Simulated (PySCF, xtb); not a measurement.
HgBr2, SMILES [Br][Hg][Br].

GFN2-xTB run with xtb at its own geometry gives an orbital gap of 4.46 eV and a dipole moment of 0.00 D.

Geometry: PBE0-D3(BJ)/def2-SVP. The isomer is the one that the SMILES or the coordinates give; other isomers of the formula were not compared. The def2 effective core potentials stand for the cores of Hg; spin–orbit coupling is left out.

Task: What does PBE/def2-TZVPD run with PySCF give? (Estimate from the structure and the level; the computed values follow.)

Result: gap 3.68 eV (levels -7.18 and -3.50 eV), dipole 0.00 D.
